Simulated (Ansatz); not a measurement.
## Two structures, one formula

The two ends of one reaction step of SiPNH$_{8}$O, singlet (PBE0-D4/def2-TZVP).

A:

| atom | x (Å) | y (Å) | z (Å) |
| --- | --- | --- | --- |
| Si1 | -1.0855 | 0.1511 | 1.3780 |
| N2 | -0.6405 | -1.2266 | 0.4478 |
| H3 | -1.5092 | -0.1455 | 2.7695 |
| H4 | -2.2130 | 0.7516 | 0.6127 |
| O5 | 0.1854 | 1.1667 | 1.5731 |
| H6 | 2.0018 | -0.6024 | -1.5455 |
| P7 | 1.4130 | 0.6840 | -1.5816 |
| H8 | -1.3147 | -1.6278 | -0.1837 |
| H9 | -0.0349 | -1.9362 | 0.8291 |
| H10 | 0.6749 | 1.3597 | 0.7628 |
| H11 | 0.3226 | 0.2851 | -2.3913 |
| H12 | 2.2001 | 1.1403 | -2.6710 |

B:

```json
{"atom": "Si1", "x (Å)": "-0.0965", "y (Å)": "0.6610", "z (Å)": "0.7002"}
{"atom": "N2", "x (Å)": "-0.8020", "y (Å)": "-1.7171", "z (Å)": "-0.4909"}
{"atom": "H3", "x (Å)": "0.3497", "y (Å)": "-0.4034", "z (Å)": "1.6255"}
{"atom": "H4", "x (Å)": "-1.5689", "y (Å)": "0.6640", "z (Å)": "0.4861"}
{"atom": "O5", "x (Å)": "0.2763", "y (Å)": "2.0499", "z (Å)": "1.5384"}
{"atom": "H6", "x (Å)": "-1.2434", "y (Å)": "-1.5902", "z (Å)": "-1.3939"}
{"atom": "P7", "x (Å)": "0.9698", "y (Å)": "0.6836", "z (Å)": "-1.3008"}
{"atom": "H8", "x (Å)": "-1.5019", "y (Å)": "-2.0803", "z (Å)": "0.1447"}
{"atom": "H9", "x (Å)": "-0.0866", "y (Å)": "-2.4265", "z (Å)": "-0.5964"}
{"atom": "H10", "x (Å)": "-0.0537", "y (Å)": "2.8764", "z (Å)": "1.1847"}
{"atom": "H11", "x (Å)": "1.8383", "y (Å)": "-0.3895", "z (Å)": "-0.9744"}
{"atom": "H12", "x (Å)": "1.9189", "y (Å)": "1.6722", "z (Å)": "-0.9234"}
```

Ansatz 0.2.0; basis: def2-TZVPP; cores frozen in the correlated methods. B3LYP uses VWN-RPA correlation.

**Question.** Which structure is lower at CCSD(T), and by how much? (To be estimated.)

**Answer.** Computed: A, by 0.490 eV (electronic energy, against the other). By their contacts, A is a complex of SiNH₅O ([NH2][SiH2][OH]) + PH₃ and B is a complex of SiPH₅O ([OH][SiH2][PH2]) + NH₃.

All methods give the same order:

```tsv
method	E(B) − E(A) (eV)
SPW92	0.342
PBE-D4	0.326
BLYP-D4	0.469
r2SCAN-D4	0.425
B97M-V	0.428
PBE0-D4	0.374
B3LYP-D4	0.504
r2SCAN0-D4	0.448
BHLYP-D4	0.560
CAM-B3LYP-D4	0.566
wB97X-V	0.473
wB97M-V	0.468
B2PLYP	0.533
PBE-QIDH	0.443
RPA on PBE	0.505
HF	0.712
MP2	0.499
CCSD	0.525
CCSD(T)	0.490
```

The T1 diagnostic stays at or below 0.012.

Labels in which every atom is bracketed show which atoms are joined, not bond orders.

For scale, one of the runs: CCSD(T)/def2-TZVPP, 258 basis functions, launched by `ansatz run in.yaml --threads 4 --pin off --events-out ev --progress --plain --max-ram 9574MiB`. The run took 120 s on 4 CPU threads of an Arm Neoverse V2 (shared host), with 5.7 GiB of host memory at its peak.
